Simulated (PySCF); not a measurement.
IIn, charge -1, doublet, at a GFN2-xTB geometry (such geometries of metal compounds can be far from the true shape) (a state made from the parent by changing its charge; the spin is typed, not shown lowest) (core potentials on I, In); DF-B3LYP/def2-TZVPD run with PySCF.

The PySCF input:
```python
from pyscf import gto, scf, dft
import numpy

mol = gto.Mole()
mol.atom = '''
    In   -0.000000   -0.000000   -1.554794
    I     0.000000    0.000000    1.437451
'''
mol.basis = 'def2-tzvpd'
mol.ecp = {'I': 'def2-tzvpd', 'In': 'def2-tzvpd'}
mol.charge = -1
mol.spin = 1
mol.verbose = 4
mol.build()
print('smallest overlap eigenvalue', numpy.linalg.eigvalsh(mol.intor('int1e_ovlp'))[0])

mf = dft.UKS(mol)
mf.xc = 'b3lyp'
mf = mf.density_fit(auxbasis='def2-universal-jkfit')
mf = scf.addons.remove_linear_dep_(mf, threshold=1e-2, lindep=1e-2)
mf.kernel()
mf.analyze()
```

Task: Write the output that PySCF gives for this input, abridged.

Result: 
```
PySCF version 2.14.0

[INPUT] verbose = 4
[INPUT] num. atoms = 2
[INPUT] num. electrons = 47
[INPUT] charge = -1
[INPUT] spin (= nelec alpha-beta = 2S) = 1
[INPUT] symmetry False subgroup None
[INPUT] Mole.unit = angstrom
[INPUT] Symbol           X                Y                Z      unit          X                Y                Z       unit  Magmom
[...]
nuclear repulsion = 92.8460188697784
number of shells = 37
number of NR pGTOs = 201
number of NR cGTOs = 115
basis = def2-tzvpd
ecp = {'I': 'def2-tzvpd', 'In': 'def2-tzvpd'}
input.py:20: DeprecationWarning: remove_linear_dep_ is deprecated and will be removed in a future release. Linear dependency handling is now built into the SCF procedure by default. Linear dependency removal can be controlled using the following settings:
  pyscf.scf.hf.remove_overlap_zero_eigenvalue = True
  pyscf.scf.hf.overlap_zero_eigenvalue_threshold = 1e-6

  mf = scf.addons.remove_linear_dep_(mf, threshold=1e-2, lindep=1e-2)
smallest overlap eigenvalue 0.0018522714263183462
Applying remove_linear_dep_ on SCF object.
Using canonical orthogonalization with threshold 0.01

******** <class 'pyscf.df.df_jk.DFUKS'> ********
method = DFUKS
initial guess = minao
damping factor = 0
level_shift factor = 0
DIIS = <class 'pyscf.scf.diis.CDIIS'>
diis_start_cycle = 1
diis_space = 8
diis_damp = 0
SCF conv_tol = 1e-09
SCF conv_tol_grad = None
SCF max_cycles = 50
direct_scf = False
number electrons alpha = 24  beta = 23
XC library pyscf.dft.libxc version 7.1.2
    S. Lehtola, C. Steigemann, M. J. T. Oliveira, and M. A. L. Marques,  SoftwareX 7, 1–5 (2018)
XC functionals = b3lyp
    P. J. Stephens, F. J. Devlin, C. F. Chabalowski, and M. J. Frisch,  J. Phys. Chem. 98, 11623 (1994)
radial grids:
    Treutler-Ahlrichs [JCP 102, 346 (1995); DOI:10.1063/1.469408] (M4) radial grids

becke partition: Becke, JCP 88, 2547 (1988); DOI:10.1063/1.454033
pruning grids: <function nwchem_prune>
grids dens level: 3
symmetrized grids: False
atomic radii adjust function: <function treutler_atomic_radii_adjust>
small_rho_cutoff = 0
Set gradient conv threshold to 3.16228e-05
tot grids = 43832
******** <class 'pyscf.df.df.DF'> ********
auxbasis = def2-universal-jkfit
init E= -412.914980204844

cycle= 1 E= -484.067996322705  delta_E= -71.2  |g|= 2.57  |ddm|= 48.9
cycle= 2 E= -478.178438469324  delta_E= 5.89  |g|= 3.29  |ddm|= 8.97
cycle= 3 E= -484.483723694332  delta_E= -6.31  |g|= 1.51  |ddm|= 7.69

cycle= 4 E= -486.014846728247  delta_E= -1.53  |g|= 0.935  |ddm|= 3.52
cycle= 5 E= -486.334446732166  delta_E= -0.32  |g|= 0.636  |ddm|= 0.879
cycle= 6 E= -483.724019889048  delta_E= 2.61  |g|=  1.7  |ddm|= 1.75
cycle= 7 E= -486.142322962462  delta_E= -2.42  |g|= 0.884  |ddm|= 1.51
cycle= 8 E= -486.12245800383  delta_E= 0.0199  |g|= 0.904  |ddm|= 0.0371
cycle= 9 E= -485.775689040565  delta_E= 0.347  |g|= 1.11  |ddm|= 0.551
cycle= 10 E= -486.177011010503  delta_E= -0.401  |g|= 0.848  |ddm|= 1.73
cycle= 11 E= -486.125167747163  delta_E= 0.0518  |g|= 0.915  |ddm|= 1.28
cycle= 12 E= -486.197187737705  delta_E= -0.072  |g|= 0.837  |ddm|= 1.27
cycle= 13 E= -486.189009876555  delta_E= 0.00818  |g|= 0.826  |ddm|= 0.141
cycle= 14 E= -486.293005924738  delta_E= -0.104  |g|= 0.643  |ddm|= 0.86
cycle= 15 E= -485.928864203696  delta_E= 0.364  |g|= 1.04  |ddm|=  1.9
cycle= 16 E= -484.381030153086  delta_E= 1.55  |g|= 1.68  |ddm|=  1.7

cycle= 17 E= -486.142185022407  delta_E= -1.76  |g|= 0.998  |ddm|= 1.52
cycle= 18 E= -485.898927678295  delta_E= 0.243  |g|= 1.08  |ddm|= 0.719
cycle= 19 E= -486.229006660209  delta_E= -0.33  |g|= 0.891  |ddm|= 1.05
cycle= 20 E= -486.193647503872  delta_E= 0.0354  |g|= 0.964  |ddm|= 0.683
cycle= 21 E= -486.225363320702  delta_E= -0.0317  |g|= 0.894  |ddm|= 0.482
cycle= 22 E= -486.268219778771  delta_E= -0.0429  |g|= 0.836  |ddm|= 0.359
cycle= 23 E= -486.260359230264  delta_E= 0.00786  |g|= 1.02  |ddm|= 1.32
cycle= 24 E= -486.157578788257  delta_E= 0.103  |g|= 0.983  |ddm|= 1.31
cycle= 25 E= -486.175916045672  delta_E= -0.0183  |g|= 0.989  |ddm|= 0.491
cycle= 26 E= -486.290178949454  delta_E= -0.114  |g|= 0.839  |ddm|= 1.32
cycle= 27 E= -485.118787030876  delta_E= 1.17  |g|= 1.52  |ddm|= 2.01
cycle= 28 E= -486.153790143314  delta_E= -1.04  |g|= 0.973  |ddm|= 1.27
cycle= 29 E= -486.133602631524  delta_E= 0.0202  |g|= 0.985  |ddm|=  0.2
cycle= 30 E= -486.195933793487  delta_E= -0.0623  |g|= 0.928  |ddm|= 0.361
cycle= 31 E= -486.231458867185  delta_E= -0.0355  |g|= 0.894  |ddm|= 0.242
cycle= 32 E= -485.977243396646  delta_E= 0.254  |g|= 1.07  |ddm|= 1.18
cycle= 33 E= -486.215937562359  delta_E= -0.239  |g|= 0.904  |ddm|=  1.3
cycle= 34 E= -486.193406014424  delta_E= 0.0225  |g|= 0.924  |ddm|= 0.951
cycle= 35 E= -486.352948808804  delta_E= -0.16  |g|= 0.794  |ddm|= 1.48
cycle= 36 E= -486.180645837475  delta_E= 0.172  |g|= 0.967  |ddm|= 1.55
cycle= 37 E= -485.816372530767  delta_E= 0.364  |g|= 1.07  |ddm|=  2.3
cycle= 38 E= -486.100587248415  delta_E= -0.284  |g|= 0.992  |ddm|=  2.1
cycle= 39 E= -486.089374201229  delta_E= 0.0112  |g|= 1.04  |ddm|= 0.662
cycle= 40 E= -486.133273859611  delta_E= -0.0439  |g|= 0.975  |ddm|= 0.274

cycle= 41 E= -485.624395978722  delta_E= 0.509  |g|= 1.23  |ddm|=  1.9
cycle= 42 E= -486.243987132416  delta_E= -0.62  |g|= 0.904  |ddm|= 1.25
cycle= 43 E= -486.203451944419  delta_E= 0.0405  |g|= 0.951  |ddm|= 0.496
cycle= 44 E= -486.255903669473  delta_E= -0.0525  |g|= 0.871  |ddm|= 1.94
cycle= 45 E= -486.107329613757  delta_E= 0.149  |g|= 1.06  |ddm|=  1.8
cycle= 46 E= -486.196557771813  delta_E= -0.0892  |g|= 0.967  |ddm|= 0.925
cycle= 47 E= -486.150320709052  delta_E= 0.0462  |g|= 0.998  |ddm|= 0.288
cycle= 48 E= -486.169257007742  delta_E= -0.0189  |g|= 1.02  |ddm|= 0.445
cycle= 49 E= -486.111304674273  delta_E= 0.058  |g|= 0.99  |ddm|= 0.587
cycle= 50 E= -486.181657236845  delta_E= -0.0704  |g|= 0.956  |ddm|= 0.416
SCF not converged.
SCF energy = -486.181657236845 after 50 cycles  <S^2> = 0.82893368  2S+1 = 2.0774346
**** SCF Summaries ****
Total Energy =                        -486.181657236844671
Nuclear Repulsion Energy =              92.846018869778391
One-electron Energy =                -1055.219639673166057
Two-electron Energy =                  476.191963566542995
Two-electron Coulomb Energy =          516.139789505361591
DFT Exchange-Correlation Energy =      -39.947825938818596
**** MO energy ****
                             alpha | beta                alpha | beta
[...]
WARN: Weak orthogonality for localized orbitals 5.805904056487312e-09

spin_pop of  0 In 4s       -0.00001
spin_pop of  0 In 5s       -0.00176
spin_pop of  0 In 6s       -0.00107
spin_pop of  0 In 7s       -0.00112
spin_pop of  0 In 8s       -0.00140
spin_pop of  0 In 9s       -0.00117
spin_pop of  0 In 10s       -0.00015
spin_pop of  0 In 4px       0.00002
spin_pop of  0 In 4py       0.00183
spin_pop of  0 In 4pz       0.00402
spin_pop of  0 In 5px       0.00254
spin_pop of  0 In 5py       0.00058
spin_pop of  0 In 5pz       0.00128
spin_pop of  0 In 6px       0.00195
spin_pop of  0 In 6py       0.25705
spin_pop of  0 In 6pz       0.55794
spin_pop of  0 In 7px       0.05299
spin_pop of  0 In 7py       0.00779
spin_pop of  0 In 7pz       0.01294
spin_pop of  0 In 8px       0.00106
spin_pop of  0 In 8py       0.00047
spin_pop of  0 In 8pz       0.00048
spin_pop of  0 In 4dxy     -0.00108
spin_pop of  0 In 4dyz     -0.00061
spin_pop of  0 In 4dz^2     0.00086
spin_pop of  0 In 4dxz      0.00074
spin_pop of  0 In 4dx2-y2   -0.00030
spin_pop of  0 In 5dxy      0.00054
spin_pop of  0 In 5dyz      0.00017
spin_pop of  0 In 5dz^2    -0.00036
spin_pop of  0 In 5dxz     -0.00020
spin_pop of  0 In 5dx2-y2   -0.00281
spin_pop of  0 In 6dxy      0.00092
spin_pop of  0 In 6dyz     -0.00150
spin_pop of  0 In 6dz^2    -0.00036
spin_pop of  0 In 6dxz     -0.00000
spin_pop of  0 In 6dx2-y2   -0.00096
spin_pop of  0 In 7dxy      0.00461
spin_pop of  0 In 7dyz     -0.00560
spin_pop of  0 In 7dz^2     0.00370
spin_pop of  0 In 7dxz      0.00047
spin_pop of  0 In 7dx2-y2    0.00010
spin_pop of  0 In 4f-3     -0.00001
spin_pop of  0 In 4f-2     -0.00001
spin_pop of  0 In 4f-1      0.00000
spin_pop of  0 In 4f+0      0.00001
spin_pop of  0 In 4f+1      0.00000
spin_pop of  0 In 4f+2     -0.00001
spin_pop of  0 In 4f+3     -0.00000
spin_pop of  0 In 5f-3     -0.00005
spin_pop of  0 In 5f-2     -0.00006
spin_pop of  0 In 5f-1      0.00017
spin_pop of  0 In 5f+0     -0.00033
spin_pop of  0 In 5f+1      0.00088
spin_pop of  0 In 5f+2     -0.00004
spin_pop of  0 In 5f+3      0.00006
spin_pop of  1 I 4s       -0.00001
spin_pop of  1 I 5s        0.00079
spin_pop of  1 I 6s       -0.00043
spin_pop of  1 I 7s       -0.00034
spin_pop of  1 I 8s       -0.00016
spin_pop of  1 I 9s       -0.00005
spin_pop of  1 I 10s       -0.00005
spin_pop of  1 I 4px      -0.00012
spin_pop of  1 I 4py       0.00129
spin_pop of  1 I 4pz       0.00057
spin_pop of  1 I 5px      -0.00387
spin_pop of  1 I 5py       0.00016
spin_pop of  1 I 5pz       0.00007
spin_pop of  1 I 6px      -0.00279
spin_pop of  1 I 6py       0.05979
spin_pop of  1 I 6pz       0.03369
spin_pop of  1 I 7px      -0.03838
spin_pop of  1 I 7py       0.00684
spin_pop of  1 I 7pz       0.00824
spin_pop of  1 I 8px       0.00087
spin_pop of  1 I 8py       0.00239
spin_pop of  1 I 8pz       0.00389
spin_pop of  1 I 9px       0.00026
spin_pop of  1 I 9py       0.00126
spin_pop of  1 I 9pz       0.00288
spin_pop of  1 I 4dxy      0.00101
spin_pop of  1 I 4dyz      0.00040
spin_pop of  1 I 4dz^2     0.00018
spin_pop of  1 I 4dxz     -0.00067
spin_pop of  1 I 4dx2-y2    0.00011
spin_pop of  1 I 5dxy      0.00048
spin_pop of  1 I 5dyz     -0.00045
spin_pop of  1 I 5dz^2     0.00056
spin_pop of  1 I 5dxz      0.00020
spin_pop of  1 I 5dx2-y2   -0.00002
spin_pop of  1 I 6dxy      0.00475
spin_pop of  1 I 6dyz      0.00140
spin_pop of  1 I 6dz^2     0.00407
spin_pop of  1 I 6dxz      0.00048
spin_pop of  1 I 6dx2-y2   -0.00001
spin_pop of  1 I 7dxy      0.00844
spin_pop of  1 I 7dyz      0.00062
spin_pop of  1 I 7dz^2     0.00573
spin_pop of  1 I 7dxz      0.00003
spin_pop of  1 I 7dx2-y2   -0.00003
spin_pop of  1 I 4f-3      0.00001
spin_pop of  1 I 4f-2      0.00000
spin_pop of  1 I 4f-1      0.00006
spin_pop of  1 I 4f+0     -0.00006
spin_pop of  1 I 4f+1      0.00001
spin_pop of  1 I 4f+2      0.00000
spin_pop of  1 I 4f+3      0.00001
spin_pop of  1 I 5f-3      0.00002
spin_pop of  1 I 5f-2      0.00000
spin_pop of  1 I 5f-1      0.00051
spin_pop of  1 I 5f+0     -0.00015
spin_pop of  1 I 5f+1      0.00024
spin_pop of  1 I 5f+2      0.00001
spin_pop of  1 I 5f+3      0.00002

WARN: Weak orthogonality for localized orbitals 5.805904056487312e-09

In total            24.00000 | 23.00000

WARN: System has nonzero charge -1; the dipole moment is origin-dependent.
Location of origin: [0. 0. 0.]

Dipole moment(X, Y, Z, Debye):  2.00954,  1.22751,  1.63202
```

The run did not converge; its last values are not results.
